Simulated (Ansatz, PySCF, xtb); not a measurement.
Noncovalent pair: HCl (SMILES Cl) (first 2 atoms) with C2H4 (SMILES C=C); geometry from B3LYP-D3(BJ)/def2-TZVP, rigid monomers moved along the line of their centres of mass till H2···C3 is 2.76 Å.
(charge 0, multiplicity 1):
```xyz
8

Cl    -0.44736     0.01662     0.25717
H     -0.30983     0.03204     1.54329
C      0.41192     0.56819     4.14978
C     -0.44680    -0.43805     4.25991
H      1.47567     0.39856     4.03517
H      0.08499     1.60067     4.17394
H     -1.51008    -0.26828     4.37854
H     -0.11943    -1.47046     4.23973
```

Interaction energies are E(AB) − E(A) − E(B) at the monomers' geometry in the complex; basis-set methods are counterpoise corrected. Rows marked so take none.

Frozen-core correlation. Rows in 3-21G, 6-31G*, STO-3G carry no dispersion term and start afresh at each structure (6-31G* with six Cartesian d functions). MP2/6-31G* freezes PySCF's default core.

Run with Ansatz (a first-principles code) with Gaussian orbitals; PySCF for 3-21G rows, 6-31G* rows, STO-3G rows; xtb for the GFN methods. Each number belongs to the level named beside it.

```tsv
level	interaction energy (kcal/mol)
GFN-FF	-1.97
HF/STO-3G (no counterpoise)	-1.35
HF/3-21G (no counterpoise)	-3.21
PBE/def2-TZVPPD	-2.55
r2SCAN/def2-TZVPPD	-2.73
B3LYP/6-31G*	-2.51
PBE0/def2-TZVPPD	-2.49
MP2/6-31G*	-2.35
CCSD/aug-cc-pV(D+d)Z	(withheld)
```

**Question.** Fill in the missing entries.

**Answer.** 
- CCSD/aug-cc-pV(D+d)Z, interaction energy (kcal/mol): -2.15
